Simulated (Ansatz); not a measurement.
CH$_{8}$O$_{2}$Si$_{2}$, SMILES `CO[SiH2]O[SiH3]`. The species carries charge 0 and has multiplicity 1. The geometry is a stationary point of PBE0-D4/def2-TZVP. It is one conformer, not always the lowest.

```xyz
13

C    -0.714    1.394    1.522
O     0.360    1.404    0.608
Si    0.239    0.915   -0.945
O    -0.048   -0.688   -1.065
Si    0.509   -2.173   -0.660
H    -0.453    2.035    2.365
H    -1.635    1.776    1.067
H    -0.902    0.383    1.896
H     1.539    1.249   -1.565
H    -0.908    1.587   -1.604
H    -0.136   -3.170   -1.548
H     1.985   -2.239   -0.824
H     0.164   -2.474    0.754
```

Q: What is the dipole moment at r2SCAN/def2-TZVPP? (An estimate is asked.)

A: Computed: 1.00 D, with components (-0.75, -0.08, 0.66) D in this frame, pointing from negative to positive charge.

Q: And with PBE, B3LYP, ωB97M-V? (Estimate.)

A: Computed: PBE 0.98 D, B3LYP 1.00 D, ωB97M-V 1.02 D.

Q: Give the Mulliken charges with r2SCAN, B3LYP, ωB97M-V in def2-TZVPP. (An estimate is asked.)

A: Ansatz gave: 
```csv
atom,r2SCAN,B3LYP,ωB97M-V
C1,0.01,-0.12,-0.18
O2,-0.38,-0.38,-0.37
Si3,0.59,0.58,0.48
O4,-0.42,-0.39,-0.40
Si5,0.44,0.41,0.30
H6,0.07,0.11,0.13
H7,0.06,0.09,0.11
H8,0.06,0.10,0.12
H9,-0.08,-0.09,-0.04
H10,-0.10,-0.10,-0.05
H11,-0.07,-0.07,-0.03
H12,-0.07,-0.07,-0.03
H13,-0.08,-0.08,-0.04
```

B3LYP here is the variant with VWN-RPA as its local correlation; programs differ in this.
